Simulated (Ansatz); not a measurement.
Consider the atomization: `N[SiH](Cl)[GeH3]` → Cl• + Ge• + 6 H• + N• + Si•.

Program: Ansatz. Geometries: PBE0-D4/def2-TZVP. ΔE: electronic, gas phase. CCSD(T)/CBS is the MP2 limit (def2-TZVPP, def2-QZVPP) plus CCSD(T) − MP2 in def2-TZVPP, frozen cores. This one scheme is used for every species, atoms too. DFT in def2-TZVPP. Open shells (•) are unrestricted, without spin–orbit coupling. Spin–orbit coupling would lower the free atoms: a little for Cl, Si; clearly for Ge. For Ge outer-core shells are correlated without core-valence functions, so the limit isn't a true one: a few kJ/mol of doubt a bond, and 10 to 20 or more in all where bonds break to atoms. Scalar relativity is left out up to krypton. Each species was taken in one conformer, which may not be the lowest.

```csv
species,PBE0 energy (Eh)
`N[SiH](Cl)[GeH3]`,-2884.58812
Cl•,-459.99743
Ge•,-2076.65516
H•,-0.50104
N•,-54.54382
Si•,-289.24948
```

Task: Work out ΔE.

Result: ΔE = 6 × (-0.50104) + (-459.99743) + (-2076.65516) + (-54.54382) + (-289.24948) − (-2884.58812) = 1.13599 Eh = +712.8 kcal/mol. CCSD(T)/CBS gives +727.3 kcal/mol.

Largest T1 diagnostic among the species: 0.012.

In def2-TZVPP, CCSD(T) changes the Hartree–Fock value by +186.7 kcal/mol (the triples alone add +9.5 kcal/mol) and MP2 by +187.8 kcal/mol; breaking electron pairs costs correlation energy, which Hartree–Fock lacks. From PBE to PBE0 (25 % exact exchange), in def2-TZVPP and without D4, ΔE moves by −6.1 kcal/mol: exact exchange takes away binding that semilocal exchange gives to molecules.

For atomizations the MP2-based limit and the directly extrapolated one differ by several kJ/mol either way, and by 10 to 25 for some Ge, Se and Sn compounds, so smaller differences from it don't rank the levels.
